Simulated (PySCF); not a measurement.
Fine-structure interval along the 9-electron series

Calculated with PySCF 2.14 and a two-component X2C-1e Hamiltonian (Gaussian nucleus, no Breit or QED terms), each ion in its own even-tempered basis scaled to its charge; GMP2 freezes nothing and drops the highest virtual spinors. Values in cm⁻¹.

```csv
ion,configuration,GHF (screened spin-orbit),GMP2 (screened spin-orbit),GHF (bare spin-orbit)
Sb⁴²⁺,[He] 2s2 2p5,2129600,2130600,2220800
I⁴⁴⁺,[He] 2s2 2p5,2524900,2526000,2629200
```

**Question.** Fill in the row of Te⁴³⁺.

**Answer.** configuration: [He] 2s2 2p5; GHF (screened spin-orbit): 2320700; GMP2 (screened spin-orbit): 2321700; GHF (bare spin-orbit): 2418200.
